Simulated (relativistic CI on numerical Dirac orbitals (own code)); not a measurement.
Pt⁶⁺: L2,3 absorption edge

Computed with this model: Dirac-Coulomb-Breit CI, orbitals from a KLI potential per configuration, model QED, valence Slater integrals scaled by 0.9, multiplet model of core-to-valence dipole absorption; configurations [Xe] 4f14 5d4 → [He] 2s2 2p5 3s2 3p6 3d10 4s2 4p6 4d10 4f14 5s2 5p6 5d5; 80 K; Lorentzian 7.5 eV and Gaussian 1 eV FWHM. Energies are those of the free ion, without screening or charge transfer. The branching ratio is the share of the lower-energy edge in the whole absorption, uncertain by about 0.02 where the edges overlap. S is read from ⟨S²⟩ = S(S + 1).

Field parameters in Wybourne normalisation: Oh B⁴₀ = 21Dq, B⁴₄ = √(5/14) B⁴₀. The field is a parameter set, without covalency.

free ion: ground-state S = 1.64, centroid 11649.62 eV, branching ratio 0.953. Peaks (eV, height): 11570.0 (100).

Oh, 10Dq = 35100 cm⁻¹: ground-state S = 1.11, centroid 11742.01 eV, branching ratio 0.900. Peaks (eV, height): 11570.5 (100), 13281.0 (12).

The statistical ratio of this edge is 2/3 = 0.667. Values above it arise where the holes sit mainly in the j = l + 1/2 valence subshell or the ground state has high spin; values below it where core-valence Coulomb terms move weight to the upper edge, as in nearly empty shells. At deep edges of heavy elements the radial integrals of the two core levels differ, which raises the baseline.

Strongest unbroadened transitions for Oh, 10Dq = 35100 cm⁻¹:

| Energy (eV) | Relative strength |
| --- | --- |
| 11567.84 | 87.5 |
| 11569.43 | 7.0 |
| 11570.08 | 2.8 |
| 11570.59 | 100.0 |
| 11570.94 | 46.3 |
| 11571.25 | 3.6 |
| 11571.42 | 2.0 |
| 11571.75 | 3.0 |
| 11571.99 | 13.8 |
| 11572.17 | 26.9 |
| 11572.37 | 3.1 |
| 11573.65 | 7.3 |
| 11573.83 | 5.1 |
| 11574.03 | 6.7 |
| 13280.33 | 13.5 |
| 13281.20 | 12.0 |
| 13282.81 | 2.8 |
| 13282.97 | 2.5 |
